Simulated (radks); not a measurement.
Values are calculated unless marked as measured or tabulated.
In3+, 46 electrons, occupied as [Kr] 4d10.

Level of theory: Dirac Kohn-Sham, LDA (Slater exchange, Perdew-Wang correlation), spin-unpolarised, spherical densities, finite nucleus; Fermi nuclear charge, rms radius 4.6156 fm (a radial shooting solver on a logarithmic mesh with Libxc functionals).

Energy parts (hartree):
| part | energy |
|---|---|
| total | -5875.89699 |
| kinetic | 6172.22148 |
| electron-nucleus | -14213.96970 |
| Hartree | 2319.73936 |
| exchange-correlation | -153.88814 |

Orbitals (lengths in bohr, moments of r in powers of bohr):
orbital  occ.  eigenvalue (hartree)      <r^4>
1s1/2       2             -1019.136  3.730e-06
2s1/2       2             -153.5165  0.0006522
2p1/2       2             -143.3246  0.0004212
2p3/2       4             -135.5860  0.0004917
3s1/2       2             -30.00106    0.02973
3p1/2       2             -25.88049    0.02899
3p3/2       4             -24.48288    0.03276
3d3/2       4             -17.16334    0.02846
3d5/2       6             -16.87668    0.02959
4s1/2       2              -5.48170     0.9919
4p1/2       2              -4.13185      1.338
4p3/2       4              -3.88424      1.531
4d3/2       4              -1.78815      4.333
4d5/2       6              -1.75525      4.555

The highest occupied level is 4d5/2 at -47.763 eV. For comparison, the ionisation energy in NIST's Atomic Spectra Database is 55.45 eV (measured). In exact Kohn-Sham theory the highest level is minus the ionisation energy, but local and semilocal functionals leave it too shallow, through self-interaction and a potential that decays too fast; potentials with the right tail come closer. The electron density at the nucleus is 1.74e+05 e/bohr^3. The density falls to 0.001 e/bohr^3 at r = 2.98 bohr.

Run on one thread of a shared host, so times are rough (Arm Neoverse N1): 0.14 s of CPU time, 0.14 s wall, 14 iterations on 2189 mesh points.
